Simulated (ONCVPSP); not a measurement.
## tantalum: one change to an ONCV potential, before and after

Ta, optimised norm-conserving Vanderbilt (ONCV), made with ONCVPSP 4.0.1 (PBE, non-relativistic). Core [Kr] 4d10 4f14, reference 5s2 5p6 5d3 6s1 6p1. Waves: 5s+6s: rc 2.25 bohr, ncon 4, nbas 8, qcut 5.9 1/bohr, 2 projectors; 5p+6p: rc 2.55 bohr, ncon 4, nbas 8, qcut 6.4 1/bohr, 2 projectors; 5d: rc 2.05 bohr, ncon 4, nbas 8, qcut 3.9 1/bohr, local. Local part: the d channel. Core correction: Teter function, fcfact 3.25, rcfact 1.35.

All-electron outer shells of the reference configuration (PBE, non-relativistic, ld1.x):

| shell | level (eV) | outermost node (bohr) | outermost maximum (bohr) |
| --- | --- | --- | --- |
| 4d | -226.30 | 0.22 | 0.47 |
| 5s | -61.60 | 0.59 | 1.07 |
| 5p | -38.52 | 0.61 | 1.17 |
| 4f | -33.60 | – | 0.44 |
| 5d | -5.86 | 0.65 | 1.54 |
| 6s | -5.33 | 1.45 | 3.03 |
| 6p | -2.09 | 1.65 | 3.89 |

Change: core correction Teter function, fcfact 3.25, rcfact 1.76.

Cutoffs: the cutoffs (Ha) at which the residual kinetic energy of the hardest occupied pseudo-wave falls to 1 and 0.1 mHa per electron; they do not see the model core or the augmentation charge, which bear on the density cutoff. Errors are all-electron minus pseudo energies relative to the spin-unpolarised reference configuration.

**Question.** How do hardness, ghosts and transferability respond?

**Answer.** The potential gets neither clearly harder nor softer (46 Ha and 56 Ha → 46 Ha and 56 Ha); both files keep a bound ghost (s); of the 3 tests that both files solve, the error grows in 2 and shrinks in 0 by more than 15 % and 0.3 meV (median size 0.3 → 2.7 meV). A model core, the more so a compact one, raises the density cutoff, which this test does not measure.

```tsv
quantity	base	changed
cutoff, loose	46 Ha	46 Ha
cutoff, tight	56 Ha	56 Ha
bound ghosts	s	s
GHOST(+) flags under 300 eV	none	none
tests with a reliable result	3 of 4	3 of 4
error for 5s2 5p6 5d3 6s2 6p0, meV [ΔE -3.17 eV]	-0.3	-2.7
error for 5s2 5p6 5d3 6s1 6p0, meV [ΔE 4.22 eV]	+0.3	-0.5
error for 5s2 5p6 5d3 6s0 6p0, meV [ΔE 17.61 eV]	+2.8	-17
s: phases at 2.29 bohr within 0.05 rad from the reference energy up to (Ha; the scan ends near 5)	3.4	3.4
p: phases at 2.59 bohr within 0.05 rad from the reference energy up to (Ha; the scan ends near 5)	3.1	3.1
d: phases at 2.08 bohr within 0.05 rad from the reference energy up to (Ha; the scan ends near 5)	1.6	1.6
rms error of d²Exc/dni dnj with the model core, mHa	0.50	2.35
```

 A true bound ghost makes a file unfit for plane-wave use even where its test errors are small: the radial tests pick states by their node count and pass the ghost by.
